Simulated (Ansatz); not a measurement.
Cost and result for the atomization energy of `F[BH][GeH2][F]` (7 atoms, 6 bonds).

Total charge 0; spin multiplicity 1. Correlated methods include outer-core shells of Ge, which these sets cover unevenly. Scalar relativity is left out up to krypton. The structure was optimised at the PBE0-D4/def2-TZVP level. It is one conformer, not always the lowest. Program: Ansatz. All runs use 2 threads of an Arm Neoverse V1 on a shared host. Times are those of one run each, without the atoms' runs, and a repeat can differ threefold. Electronic energies, without spin–orbit coupling; frozen cores. CCSD(T)/CBS adds CCSD(T) − MP2 in def2-TZVPP to the MP2 limit, and its time is that of the two runs behind it. T1 = 0.013. With those shells the extrapolation isn't a true limit. B3LYP takes the VWN-RPA correlation (the form of Gaussian; ORCA's B3LYP/G).

CCSD(T)/CBS is a level of theory with its own doubt, some kJ/mol a heavy atom from the limit and from the frozen cores, so smaller differences don't rank the functionals.

```json
{"level": "BLYP-D4/def2-TZVPP", "functions": "183", "wall time": "2.3 s", "atomization (kcal/mol)": "560.1", "difference from CCSD(T)/CBS": "-2.5", "per bond": "-0.4"}
{"level": "PBE-D4/def2-TZVPP (with forces)", "functions": "183", "wall time": "2.6 s", "atomization (kcal/mol)": "568.8", "difference from CCSD(T)/CBS": "6.2", "per bond": "1.0"}
{"level": "PBE0-D4/def2-TZVPP", "functions": "183", "wall time": "3.3 s", "atomization (kcal/mol)": "556.8", "difference from CCSD(T)/CBS": "-5.8", "per bond": "-1.0"}
{"level": "CAM-B3LYP-D4/def2-TZVPP", "functions": "183", "wall time": "3.8 s", "atomization (kcal/mol)": "565.7", "difference from CCSD(T)/CBS": "3.1", "per bond": "0.5"}
{"level": "B3LYP-D4/def2-TZVPP (with forces)", "functions": "183", "wall time": "4.1 s", "atomization (kcal/mol)": "559.4", "difference from CCSD(T)/CBS": "-3.2", "per bond": "-0.5"}
{"level": "r2SCAN-D4/def2-TZVPP (with forces)", "functions": "183", "wall time": "5.5 s", "atomization (kcal/mol)": "565.4", "difference from CCSD(T)/CBS": "2.8", "per bond": "0.5"}
{"level": "CCSD(T)/def2-SVP", "functions": "89", "wall time": "5.5 s", "atomization (kcal/mol)": "530.4", "difference from CCSD(T)/CBS": "-32.2", "per bond": "-5.4"}
{"level": "B2PLYP/def2-TZVPP", "functions": "183", "wall time": "6 s", "atomization (kcal/mol)": "557.1", "difference from CCSD(T)/CBS": "-5.5", "per bond": "-0.9"}
{"level": "PBE-QIDH/def2-TZVPP", "functions": "183", "wall time": "6 s", "atomization (kcal/mol)": "557.1", "difference from CCSD(T)/CBS": "-5.5", "per bond": "-0.9"}
{"level": "ωB97X-V/def2-TZVPP", "functions": "183", "wall time": "8.5 s", "atomization (kcal/mol)": "565.1", "difference from CCSD(T)/CBS": "2.5", "per bond": "0.4"}
{"level": "MP2/def2-QZVPP", "functions": "350", "wall time": "20 s", "atomization (kcal/mol)": "571.1", "difference from CCSD(T)/CBS": "8.5", "per bond": "1.4"}
{"level": "CCSD(T)/def2-TZVPP", "functions": "183", "wall time": "100 s", "atomization (kcal/mol)": "551.0", "difference from CCSD(T)/CBS": "-11.6", "per bond": "-1.9"}
{"level": "CCSD(T)/CBS(def2)", "functions": "–", "wall time": "2 min", "atomization (kcal/mol)": "562.6", "difference from CCSD(T)/CBS": "0.0", "per bond": "0.0"}
```

From r2SCAN to r2SCAN0 (25 % exact exchange), in def2-TZVPP and without D4, the atomization energy moves by −12.5 kcal/mol: exact exchange takes away binding that semilocal exchange gives to molecules. In def2-TZVPP, CCSD(T) changes the Hartree–Fock value by +130.5 kcal/mol (the triples alone add +7.8 kcal/mol) and MP2 by +143.7 kcal/mol; breaking electron pairs costs correlation energy, which Hartree–Fock lacks. The D4 term adds +3.9 kcal/mol with B3LYP and +2.0 kcal/mol with PBE0; it sums over pairs of atoms, weighted by their polarisabilities, and B3LYP, whose exchange is more repulsive, gets the larger term.
